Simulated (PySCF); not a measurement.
# A small calculation by hand: chemical shift, span and skew from a shielding tensor

C₂H₈FNSi₂, SMILES F[Si@@H]1CNC[SiH2]1. Atoms are numbered in the order given.

```xyz
14

F     -1.2021     2.0045     0.6537
Si    -0.5283     0.9546    -0.4092
C     -1.3492    -0.7791    -0.3210
N     -0.3356    -1.8331    -0.4347
C      0.7907    -1.6477     0.4863
Si     1.5613     0.1093     0.2231
H     -0.6503     1.5760    -1.7621
H     -2.1259    -0.9351    -1.0874
H     -1.8600    -0.8754     0.6568
H      0.0041    -1.8927    -1.3957
H      0.4188    -1.7449     1.5227
H      1.5190    -2.4617     0.3416
H      2.5369     0.0459    -0.9108
H      2.2146     0.7444     1.4088
```

Geometry: r2SCAN-D4/def2-SVP. The structure was generated by enumeration; whether it is a known compound was not checked. Other conformers were not sampled.

GIAO shieldings from PBE/pcSseg-1 (PySCF), non-relativistic, no solvent. The symmetric part of the tensor of C5 has the principal values 107.5, 129.3, 185.8 ppm. The same nucleus in TMS has σ = 182.0 ppm at this level (PySCF, at its B3LYP-D3(BJ)/def2-TZVP geometry).

Question: Work out the isotropic shielding, the ¹³C shift against TMS, the span and the skew.

Answer: 
σ(iso) = (σ11 + σ22 + σ33)/3 = 140.9 ppm. δ = σ(ref) − σ(iso) = 182.0 − (140.9) = 41.1 ppm.
Span Ω = σ33 − σ11 = 78.3 ppm. Skew κ = 3(σ(iso) − σ22)/Ω = 0.44. Tumbling in solution averages the tensor to δ; in a static solid the shielding alone would spread this spin-1/2 line over Ω.
